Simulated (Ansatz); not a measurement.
One change: `[CH3][Al]([Cl])[GaH2]` becomes `[CH3][AlH][Cl]`.

Ansatz, PBE0-D4/def2-TZVP geometries, multiplicity 1. 

Scalar relativity is left out up to krypton.

```
                               property  `[CH3][Al]([Cl])[GaH2]`
  HOMO–LUMO gap (B3LYP/def2-TZVPP) / eV                     4.39
  LUMO energy (ωB97M-V/def2-TZVPP) / eV                    -0.48
    LUMO energy (B3LYP/def2-TZVPP) / eV                    -2.43
   HOMO–LUMO gap (PBE0/def2-TZVPP) / eV                     4.81
HOMO–LUMO gap (ωB97M-V/def2-TZVPP) / eV                     8.50
    HOMO–LUMO gap (PBE/def2-TZVPP) / eV                     2.99
```

Question: Give the same properties after the change, and the shifts. (An estimate is asked.)

Answer: Computed: 
```
                               property  `[CH3][AlH][Cl]`  shift
  HOMO–LUMO gap (B3LYP/def2-TZVPP) / eV              6.65   2.26
  LUMO energy (ωB97M-V/def2-TZVPP) / eV              0.49   0.97
    LUMO energy (B3LYP/def2-TZVPP) / eV             -1.34   1.09
   HOMO–LUMO gap (PBE0/def2-TZVPP) / eV              7.09   2.28
HOMO–LUMO gap (ωB97M-V/def2-TZVPP) / eV             10.90   2.40
    HOMO–LUMO gap (PBE/def2-TZVPP) / eV              5.02   2.03
```

With PBE0 the HOMO falls by 1.20 eV and the LUMO rises by 1.07 eV, so the gap widens by about 2.27 eV. PBE moves the HOMO by -0.95 eV and ωB97M-V by -1.44 eV.

B3LYP here is the variant with VWN-RPA as its local correlation; programs differ in this.
